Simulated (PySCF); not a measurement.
Deuteron quadrupole couplings in `CC/C(C#N)=C/F`

Species: C5H6FN.
Geometry (GFN2-xTB, Å), atoms numbered from 1 in this order:
```
atom  x, y, z in Å
C1    -1.5407    0.4890    0.4772
C2    -0.6584   -0.0866   -0.6304
C3     0.7805   -0.1338   -0.1952
C4     1.4151    1.1167   -0.0022
N5     1.8972    2.1461    0.1404
C6     1.4243   -1.2789    0.0247
F7     2.6956   -1.3355    0.4279
H8    -2.5748    0.5335    0.1455
H9    -1.4879   -0.1331    1.3679
H10   -1.2165    1.4937    0.7381
H11   -0.7389    0.5441   -1.5192
H12   -0.9894   -1.0940   -0.8883
H13    0.9894   -2.2605   -0.1040
```

Level: PBE0/pcSseg-1 (PySCF, non-relativistic); Q(2H) = 0.00286 b; rigid geometry, the same for H and D, with no vibrational averaging.

Q: Give the electric field gradient Vzz (the principal value of largest size), its asymmetry and the 2H coupling at each hydrogen.

A: 
| atom | bonded to | bond length (Å) | Vzz (au) | η | χzz (kHz) |
| --- | --- | --- | --- | --- | --- |
| H8 | C1 | 1.087 | 0.3161 | 0.02 | 212 |
| H9 | C1 | 1.088 | 0.3126 | 0.03 | 210 |
| H10 | C1 | 1.088 | 0.3097 | 0.03 | 208 |
| H11 | C2 | 1.093 | 0.2975 | 0.03 | 200 |
| H12 | C2 | 1.091 | 0.3028 | 0.05 | 203 |
| H13 | C6 | 1.081 | 0.3145 | 0.11 | 211 |

Q: How does χzz go with the bond length over the 6 C–H bonds?

A: A straight-line fit has a slope of -10.2 kHz for each 0.01 Å, with a correlation coefficient of -0.84, over lengths from 1.081 to 1.093 Å. The longer bonds have the smaller couplings here.

Q: Give the 2H NMR doublet splittings at H9 for a magnetic field along the z, y and x axes of the gradient: 3χ/2, 3χ(1 + η)/4, 3χ(1 − η)/4.

A: With |χ| = 210.1 kHz and η = 0.030: 315, 162 and 153 kHz, to first order and without motion.

Geometry: GFN2-xTB, one conformer, isolated molecule. GFN2-xTB bond lengths can be off by several hundredths of an ångström, more for odd bonds, and the gradients follow them. A larger basis could move these couplings by a tenth or more.
